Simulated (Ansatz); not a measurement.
ZnSiH$_{2}$S$_{2}$F$_{4}$, singlet: at the end structure of a reaction step.

in.yaml

```yaml
crystal:
  periodic: [false, false, false]
  atoms:
    - {symbol: Si, position_ang: [-1.422439, 1.240966, -0.458688]}
    - {symbol: F, position_ang: [2.108023, -0.251506, -0.711939]}
    - {symbol: F, position_ang: [-1.652368, -0.286428, -0.816839]}
    - {symbol: F, position_ang: [-2.776749, 1.791029, 0.119300]}
    - {symbol: F, position_ang: [-1.162295, 1.996243, -1.815337]}
    - {symbol: H, position_ang: [1.787412, 0.628421, -0.633127]}
    - {symbol: S, position_ang: [0.159626, 1.454805, 0.866901]}
    - {symbol: Zn, position_ang: [0.551154, -0.736295, 1.052860]}
    - {symbol: S, position_ang: [0.758379, -2.788589, 1.685204]}
    - {symbol: H, position_ang: [1.649158, -3.048546, 0.711666]}
basis:
  gaussian: {orbitals: def2-TZVPP}
hamiltonian: {xc: {name: r2SCAN0}, dispersion: d4}
```

Command:

```bash
ansatz run in.yaml --threads 4 --pin off --events-out ev --progress --plain --max-ram 46080MiB --backend cuda --devices 0, --max-vram 37GiB
```

What Ansatz 0.2.0 printed:

```
Functional definition: r2SCAN0
  name "r2SCAN0"
  cite "Bursch, Neugebauer, Ehlert & Grimme, J. Chem. Phys. 156, 134105 (2022) doi:10.1063/5.0086040"
  cite "Furness, Kaplan, Ning, Perdew & Sun, J. Phys. Chem. Lett. 11, 8208 (2020) doi:10.1021/acs.jpclett.0c02405"
  cite "Furness, Kaplan, Ning, Perdew & Sun, J. Phys. Chem. Lett. 11, 9248 (2020) doi:10.1021/acs.jpclett.0c03077"
  parent r2scan
  parameter a = 0.25
  parameter k0 = 0.174
  parameter k1 = 0.065
  parameter a1 = 4.9479
  exchange = (1 - a)*r2scan_x(k0 = k0, k1 = k1, a1 = a1) + a*exact_x
  correlation = r2scan_c
2247 factors; their error is unknown
mean field evaluation 1: about -88867.5300 eV, gradient 6.7e1 eV
mean field evaluation 2: about -88861.6077 eV, gradient 1.0e2 eV
mean field evaluation 4: about -88873.6296 eV, gradient 3.5e0 eV
mean field evaluation 8: about -88873.6331 eV, gradient 7.8e-2 eV
mean field evaluation 16: about -88873.7915 eV, gradient 1.8e-4 eV
mean field -88873.79149940 eV, -3266.0515967833 hartree, gradient 5.6e-5 eV, S^2 0.000000; 0 other end points of the search recorded, 0 dependent functions left out
reference -88873.79150997 eV, -3266.0515971720 hartree; 57, 57 occupied and 285, 285 virtual orbitals, 2247 factors
Total energy: -88873.89346201 eV, -3266.0553438401 hartree
```

The lines “mean field evaluation” count trial sets of orbitals through the whole run, from several starts and some on an approximate energy, so they need not fall steadily or lie above the final value.

Time: 3.7 s of wall clock on 4 CPU threads of an AMD EPYC 7R13 and a share of one NVIDIA H100; the host was shared. Peak host memory: 0.92 GiB.
